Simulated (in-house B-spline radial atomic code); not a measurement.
The numbers below are computed, except where a source is named.
What the choice of pseudopotential does to G0W0 on PBE: Tc⁺

All numbers come from an all-electron radial atomic-structure program (B-spline basis), non-relativistic (model numbers for so heavy an element), configuration [Kr] 4d5 5s1, open shells at high spin. Semilocal Troullier-Martins pseudo-atoms, one channel per l, are made with PBE or LDA for several valence sets and radii, with or without a model core, and set against the all-electron atom. One channel fits only the lowest state of its l, so a second state of that l is approximate. All electrons give 5s up: PBE -11.676 eV, G0W0 -15.321 eV, 4p down: PBE -49.58 eV, G0W0 -55.33 eV. Potentials are made in the ion's own configuration unless the neutral atom is named, and a smooth local potential serves every l without a channel. Potentials that miss their own reference levels by more than 6 millihartree, or need radii over 3.5 bohr, are left out. Columns give pseudo minus all-electron, in eV; a dash marks a level in the core or of low weight.

| valence | made with | radii (bohr) | model core (bohr) | 5s up PBE | 5s up G0W0 | 4p down PBE | 4p down G0W0 |
| --- | --- | --- | --- | --- | --- | --- | --- |
| 4d 5s | PBE | s 2.15 p 2.66 d 1.00 | none | +0.10 | -0.22 | - | - |
| 4d 5s | PBE | s 2.69 p 3.33 d 1.25 | none | +0.10 | -0.22 | - | - |
| 4d 5s | PBE | s 3.40 p 3.40 d 1.62 | 1.44 | -0.02 | -0.39 | - | - |
| 4p 4d 5s | PBE | s 2.42 p 0.93 d 1.12 | none | -0.02 | -0.95 | +0.48 | +1.85 |
| 4p 4d 5s | PBE, neutral atom | s 2.27 p 0.82 d 1.00 | 0.74 | -0.04 | -1.03 | +0.06 | +1.50 |
| 4p 4d 5s | PBE | s 2.42 p 0.93 d 1.12 | 0.74 | -0.03 | -0.97 | +0.03 | +1.40 |
| 4s 4p 4d 5s | PBE, neutral atom | s 0.88 p 0.93 d 1.12 | none | -0.21 | -0.25 | +0.03 | +0.07 |
| 4s 4p 4d 5s | PBE | s 0.98 p 1.03 d 1.25 | none | -0.11 | -0.11 | +0.12 | +0.18 |
| 4s 4p 4d 5s | PBE, neutral atom | s 1.28 p 1.34 d 1.62 | none | -0.26 | -0.30 | +0.01 | +0.08 |
| 4s 4p 4d 5s | PBE, neutral atom | s 0.98 p 1.03 d 1.25 | 0.71 | -0.13 | -0.13 | -0.01 | +0.04 |
| 4s 4p 4d 5s | PBE, neutral atom | s 1.13 p 1.19 d 1.44 | 0.71 | -0.13 | -0.13 | 0.00 | +0.07 |
| 4s 4p 4d 5s | PBE, neutral atom | s 1.28 p 1.34 d 1.62 | 0.71 | -0.25 | -0.29 | -0.05 | +0.02 |

Q: How does the G0W0 shift of 5s up, which all sets hold, depend on the valence set?

A: Mean size: 4s 4p 4d 5s: 0.20 eV; 4d 5s: 0.27 eV; 4p 4d 5s: 0.98 eV. A semicore state feels strong exchange with the other subshells of its n, so the gain is largest when that whole shell is in the valence. A larger valence set can do worse when it takes only part of a shell, whose exchange with the frozen rest is then left to the functional. The means mix radii and the functional used in making the potentials.
